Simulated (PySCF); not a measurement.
Name the molecule from its bond curve

A diatomic of charge 0 contains In. Its doublet curve at PBE0 in a double-zeta basis (scalar-relativistic core potentials, PySCF), in eV from the separated fragments:

(R (Å), E (eV)): (2.218, -0.348), (2.321, -0.524), (2.424, -0.619), (2.502, -0.651), (2.579, -0.659), (2.656, -0.648), (2.760, -0.615), (2.889, -0.554), (3.043, -0.469), (3.249, -0.358)

The fit gives ωe = 320 cm⁻¹ and the rotational constant Bₑ = 0.3056 cm⁻¹.

Question: Which atom is the partner?

Answer: The minimum lies at 2.569 Å, so the reduced mass is 16.8576 u Å² cm⁻¹/(Bₑ·Re²) = 8.358 u. With In at 114.90 u the partner weighs about 9.0 u: Be. The molecule is BeIn.

Spin–orbit coupling is left out. The state was picked by a PBE0 search and need not be the measured ground state.
